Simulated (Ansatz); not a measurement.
`C[S][In]([CH3])[F]` + H₂Te → `[CH3][In]([F])[TeH]` + CH₃SH  (ligand exchange at the In–S bond)

Isolated molecules relaxed with PBE0-D4/def2-TZVP in Ansatz; ΔE leaves out vibrations. CBS: MP2 limit from def2 TZ/QZ plus the TZ coupled-cluster correction, frozen cores. This one scheme is used for every species. DFT in def2-TZVPP. Elements past krypton have def2 core potentials. For In, Te outer-core shells are correlated without core-valence functions, which leaves a few kJ/mol of doubt a bond. Each species was taken in one conformer, which may not be the lowest.

Problem. Is it downhill or uphill in electronic energy at CCSD(T)/CBS, and by how much? (Best estimate.)

Solution. Computed: Downhill: ΔE = -49.6 kJ/mol.

Problem. What do these levels give: r2SCANh-D4, BHLYP-D4, ωB97X-V, MP2/def2-TZVPP, CCSD(T)/def2-TZVPP, CCSD/CBS(def2)? (An estimate is asked.)

Solution. Computed: r2SCANh-D4 -47.5, BHLYP-D4 -49.5, ωB97X-V -44.9, MP2/def2-TZVPP -49.0, CCSD(T)/def2-TZVPP -44.0, CCSD/CBS(def2) -50.8 kJ/mol.

Largest T1 diagnostic among the species: 0.014.

Leaving LDA and LC-ωPBE aside and taking each functional with its dispersion term where it has one, the values, not all of them listed here, spread over 12.5 kJ/mol, from PBE-QIDH to B97M-V. In def2-TZVPP, CCSD(T) changes the Hartree–Fock value by +8.4 kJ/mol (the triples alone add +1.3 kJ/mol) and MP2 by +3.3 kJ/mol.
